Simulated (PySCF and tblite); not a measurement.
Values are calculated unless marked as measured or tabulated.
Stationary points of C₈H₉B at GFN2-xTB, in Å:

Structure A

```
 1 B     2.052   -1.475    0.201
 2 C     0.703   -0.732    0.259
 3 C    -0.456   -1.429    0.410
 4 C    -1.804   -0.966    0.327
 5 C    -2.244    0.115   -0.357
 6 C    -1.443    1.039   -1.100
 7 C    -0.141    1.310   -0.906
 8 C     0.715    0.741    0.127
 9 C     1.554    1.492    0.837
10 H     2.148   -2.552    0.650
11 H     2.974   -0.972   -0.312
12 H    -0.362   -2.490    0.609
13 H    -2.547   -1.619    0.769
14 H    -3.314    0.270   -0.423
15 H    -1.971    1.601   -1.860
16 H     0.330    2.053   -1.540
17 H     2.200    1.058    1.581
18 H     1.597    2.562    0.717
```

Structure B

```
 1 B     1.894   -1.427    0.986
 2 C     0.664   -0.647    0.441
 3 C    -0.447   -1.427    0.339
 4 C    -1.709   -1.212   -0.307
 5 C    -2.256   -0.041   -0.685
 6 C    -1.676    1.262   -0.542
 7 C    -0.403    1.581   -0.257
 8 C     0.772    0.747   -0.022
 9 C     1.968    1.349   -0.137
10 H     1.744   -2.196    1.855
11 H     2.950   -1.335    0.495
12 H    -0.356   -2.425    0.754
13 H    -2.301   -2.109   -0.449
14 H    -3.252   -0.060   -1.110
15 H    -2.360    2.083   -0.723
16 H    -0.171    2.640   -0.235
17 H     2.894    0.838    0.039
18 H     2.045    2.379   -0.443
```

Geometries: GFN2-xTB; energies: PBE0/pcSseg-1 + D3(BJ), IEF-PCM water; zero-point and thermal terms from GFN2-xTB harmonic modes (soft modes blended into free rotors).

Problem. Which structure is a saddle point, and along which motion?

Solution. B: one imaginary mode (92i cm⁻¹ at GFN2-xTB, mostly on C9, H11, B1), along the inversion of the 7-membered ring (2–3–4–5–6–7–8).

Problem. Give their symmetry and energies above the lowest.

Solution. A C1, 0.0 kcal/mol; B C1, 4.8 kcal/mol.
